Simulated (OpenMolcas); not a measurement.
# F IV: the spin-orbit constant, Slater's ratio, worked from levels

```
Program             : OpenMolcas
Basis               : ANO-R2 [4s4p2d1f]
Scalar Hamiltonian  : X2C, finite nucleus
Active space        : 4 electrons in 4 orbitals (2s 2p)
State averaging     : 2S+1 = 3 even, 3 roots; 2S+1 = 1 even, 6 roots; 2S+1 = 5 odd, 1 root; 2S+1 = 3 odd, 9 roots; 2S+1 = 1 odd, 8 roots
Spin-orbit coupling : RASSI with atomic mean-field integrals over the reference wave functions, term energies averaged over their components
```

Methods: CASSCF; SS-CASPT2, IPEA 0.25 Eh, imaginary shift 0.1 Eh (closed shells correlated: 1s). Measured levels: Moore, Atomic Energy Levels, vol. I, NSRDS-NBS 35 (1971 reprint of NBS Circular 467, 1949).

**The spin-orbit constant.** For the Hund term 3P of p2, E(J) = (A/2) J(J+1) + constant and ζ = 2S·A = 2A. From J = 0 to J = 2 the energy changes by 3 A.

```csv
Source,E(2) - E(0),A,ζ
CASSCF,624.9,208.3,417
SS-CASPT2,624.3,208.1,416
measured,613.4,204.5,409
```

All in cm-1. SS-CASPT2 is off by +1.8 % and CASSCF by +1.9 %. Both methods take the spin-orbit matrix elements from the reference wave functions, so the second can move ζ only through the term energies and any multistate remixing. Second-order mixing with other terms is absorbed into this ζ.

**Slater's ratio.** With one set of orbitals, p2 has 1D - 3P = 6 F2 and 1S - 1D = 9 F2 (F2 = F²/25), a ratio of 3/2. Term energies are centres of gravity, weighted by 2J + 1.

| Source | 1D - 3P | 1S - 3P | F2 from the first | Ratio |
| --- | --- | --- | --- | --- |
| CASSCF | 27415 | 50477 | 4569 | 0.841 |
| SS-CASPT2 | 25187 | 52985 | 4198 | 1.104 |
| measured | 24825 | 53128 | 4138 | 1.140 |

Energies in cm-1. A ratio away from 3/2 shows effects beyond one configuration with one set of orbitals, and in heavier atoms second-order spin-orbit shifts. In CASSCF the valence s occupation is 1.88 in 1S against 1.97 in 1D: mixing out of s² acts most on 1S and pulls it down.

Computed and measured levels are paired by configuration, term and J; levels that our copy of the source lacks, or whose pairing is in doubt (as where it misses far off the trend of its configuration), stay unpaired and out of the deviations. Only configurations of the active space appear.
